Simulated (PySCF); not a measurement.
A calculated (r2SCAN, PySCF 2.14, aug-cc-pwCVTZ, no relativity, point nucleus) atom or ion has these occupied shells.

| shell | electrons | orbital energy (eV) | rms radius, mean of both spins (bohr) |
| --- | --- | --- | --- |
| 1s α | 1 | -276.75 | 0.314 |
| 1s β | 1 | -274.76 | 0.314 |
| 2s α | 1 | -16.682 | 1.68 |
| 2p α | 3 | -7.267 | 1.91 |

Problem. Name the element and its charge.

Solution. C (carbon, neutral), in [He] 2s1 2p3, high-spin 5S determinant (an excited configuration).
